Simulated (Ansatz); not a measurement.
A geometry relaxed with CAM-B3LYP-D3(BJ)/def2-TZVP (Ansatz, a quantum-chemistry and plane-wave program), charge 0, multiplicity 1:

```xyz
8

S     -0.1082     1.5966     0.2919
S      1.1961    -0.9960    -0.6189
F      0.2961    -0.4316     1.7722
H      2.2094    -0.1775    -0.2919
S     -1.6138    -1.0848     0.2142
C     -0.0243    -0.2160     0.4514
H      0.0829     1.6165    -1.0317
H     -2.0381    -0.3071    -0.7873
```

### Question
Write the SMILES of this molecule.

### Answer
`FC(S)(S)S`
